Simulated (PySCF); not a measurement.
1-bromoacenaphthylene, C12H7Br.
Geometry (PBE0-D3(BJ)/def2-SVP, Å), atoms numbered from 1 in this order:
```xyz
20
C12H7Br angstrom
Br    -4.5030    3.4134   -1.2187
C     -2.9548    2.4055   -0.9619
C     -1.6725    2.8742   -0.9694
C     -0.7782    1.7382   -0.7285
C      0.5867    1.5576   -0.6223
C      1.0863    0.2486   -0.3738
C      0.2605   -0.8520   -0.2339
C     -1.1516   -0.6972   -0.3390
C     -2.1569   -1.6985   -0.2276
C     -3.4927   -1.3600   -0.3600
C     -3.9227   -0.0279   -0.6081
C     -2.9657    0.9575   -0.7190
C     -1.6065    0.5992   -0.5827
H     -1.3722    3.9090   -1.1273
H      1.2867    2.3908   -0.7243
H      2.1674    0.1128   -0.2908
H      0.6902   -1.8388   -0.0434
H     -1.8733   -2.7368   -0.0371
H     -4.2492   -2.1432   -0.2711
H     -4.9873    0.1983   -0.7063
```

Level of theory: PBE0-D3(BJ)/def2-SVP geometry optimisation, gas phase (PySCF).

Masses are those of the commonest isotopes; rigid-rotor values at the optimised geometry. 

Problem. Give the principal moments of inertia and the rotational constants in MHz.

Solution. Ia = 398.94, Ib = 1265.28, Ic = 1664.22 u·Å²; 505379 MHz·u·Å²/I gives A = 1267, B = 399.4, C = 303.7 MHz.

Problem. Classify the top.

Solution. An asymmetric top; Ray's κ = -0.801.

Problem. What does the inertial defect say?

Solution. Planar: Δ = Ic − Ia − Ib = 0.00 u·Å². For a rigid frame Δ = −2 Σ m c², so it vanishes when all atoms lie in the ab plane; here none is more than 0.01 Å from it.

Problem. Which lines would a microwave search look for?

Solution. The dipole components are |μa| = 1.81 D, |μb| = 0.17 D, |μc| = 0.00 D; the mirror of this Cs structure is the ab plane, so μc vanishes by symmetry and there are no c-type lines. Intensities carry the squares of the components, which stand as 1.00 : 0.01 (a : b). Some lines, for components of 0.1 D or more:

```json
{"type": "b", "branch": "R", "J(Ka,Kc)": "4(1,3) ← 3(2,2)", "MHz": "524", "lower level (cm⁻¹)": "0.263"}
{"type": "b", "branch": "Q", "J(Ka,Kc)": "2(1,1) ← 2(0,2)", "MHz": "1066", "lower level (cm⁻¹)": "0.070"}
{"type": "a", "branch": "R", "J(Ka,Kc)": "2(1,2) ← 1(1,1)", "MHz": "1310", "lower level (cm⁻¹)": "0.052"}
{"type": "a", "branch": "Q", "J(Ka,Kc)": "5(1,4) ← 5(1,5)", "MHz": "1426", "lower level (cm⁻¹)": "0.357"}
{"type": "b", "branch": "Q", "J(Ka,Kc)": "5(1,4) ← 5(0,5)", "MHz": "1823", "lower level (cm⁻¹)": "0.344"}
{"type": "a", "branch": "R", "J(Ka,Kc)": "3(2,1) ← 2(2,0)", "MHz": "2139", "lower level (cm⁻¹)": "0.193"}
{"type": "a", "branch": "R", "J(Ka,Kc)": "3(1,2) ← 2(1,1)", "MHz": "2248", "lower level (cm⁻¹)": "0.106"}
{"type": "b", "branch": "Q", "J(Ka,Kc)": "4(2,2) ← 4(1,3)", "MHz": "2392", "lower level (cm⁻¹)": "0.280"}
{"type": "b", "branch": "R", "J(Ka,Kc)": "3(1,3) ← 2(0,2)", "MHz": "2740", "lower level (cm⁻¹)": "0.070"}
{"type": "a", "branch": "R", "J(Ka,Kc)": "4(1,3) ← 3(1,2)", "MHz": "2988", "lower level (cm⁻¹)": "0.181"}
{"type": "b", "branch": "Q", "J(Ka,Kc)": "4(2,3) ← 4(1,4)", "MHz": "3237", "lower level (cm⁻¹)": "0.248"}
{"type": "a", "branch": "R", "J(Ka,Kc)": "5(4,2) ← 4(4,1)", "MHz": "3532", "lower level (cm⁻¹)": "0.723"}
{"type": "b", "branch": "R", "J(Ka,Kc)": "2(2,1) ← 1(1,0)", "MHz": "4104", "lower level (cm⁻¹)": "0.056"}
{"type": "b", "branch": "Q", "J(Ka,Kc)": "3(3,0) ← 3(2,1)", "MHz": "4544", "lower level (cm⁻¹)": "0.264"}
{"type": "b", "branch": "Q", "J(Ka,Kc)": "3(3,1) ← 3(2,2)", "MHz": "4581", "lower level (cm⁻¹)": "0.263"}
{"type": "b", "branch": "R", "J(Ka,Kc)": "4(2,2) ← 3(1,3)", "MHz": "5954", "lower level (cm⁻¹)": "0.162"}
{"type": "b", "branch": "Q", "J(Ka,Kc)": "5(4,2) ← 5(3,3)", "MHz": "6389", "lower level (cm⁻¹)": "0.628"}
{"type": "b", "branch": "R", "J(Ka,Kc)": "4(3,2) ← 3(2,1)", "MHz": "7370", "lower level (cm⁻¹)": "0.264"}
```

Problem. Estimate the classical rotational partition function at 10 K, 100 K and 298.15 K.

Solution. Point group Cs, symmetry number σ = 1; q = (√π/σ)·√((kT/h)³/(ABC)), k/h = 20836.6 MHz/K: 13600 at 10 K, 430000 at 100 K, 2210000 at 298.15 K.

Not checked by PBE0-D3(BJ)/def2-SVP frequencies. No vibrational averaging or centrifugal distortion is included, and the geometry carries the error of its method. Quadrupole hyperfine structure (79Br) is left out.

Time: 4.8 min wall; peak memory 1.4 GiB. Hardware: one thread of an Arm Neoverse V1, no GPU, shared host with 32 logical CPUs at a one-minute load of 7.8. That covers the optimisation of the geometry.
